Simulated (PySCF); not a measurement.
**Radial density of Os(51+) (osmium, charge +51)**

TPSSh, [Ar] 3d7, high-spin 4F determinant. Calculation: PySCF 2.14, in an uncontracted even-tempered set (16 s from 12 bohr⁻², ratio 2.5; 11 p from 15 bohr⁻², ratio 2.5; 7 d from 15 bohr⁻², ratio 2.5; 4 f from 62 bohr⁻², ratio 2.7; 3 g from 93 bohr⁻², ratio 2.7); the non-relativistic Hamiltonian (point nucleus).

| r (bohr) | 4πr²ρ (e/bohr) | 4πr²(ρα − ρβ) |
| --- | --- | --- |
| 0.000383 | 0.5464 | 0.0000 |
| 0.000645 | 1.485 | 0.0000 |
| 0.00108 | 3.931 | -0.0001 |
| 0.00182 | 9.941 | -0.0003 |
| 0.00307 | 23.28 | -0.0007 |
| 0.00516 | 48.00 | -0.0015 |
| 0.00868 | 80.20 | -0.0021 |
| 0.0146 | 97.31 | 0.0039 |
| 0.0246 | 88.44 | 0.0947 |
| 0.0413 | 108.9 | 1.0093 |
| 0.0695 | 124.0 | 6.3318 |
| 0.117 | 87.07 | 17.7680 |
| 0.197 | 84.08 | 13.8792 |
| 0.331 | 10.56 | 1.3831 |
| 0.556 | 0.06648 | 0.0075 |

A non-relativistic calculation at this Z misses sizeable relativistic shifts. Spin-orbit coupling is strong in this species (close to jj coupling), so the high-spin LS determinant is a model state, not a physical level.

(1) Where is the radial spin density 4πr²(ρα − ρβ) most negative, and why is it negative at all?

## Answers

(1) Around r = 0.00868 bohr, down to -0.0021 e/bohr: exchange with the open shell polarises the paired shells in an unrestricted calculation.
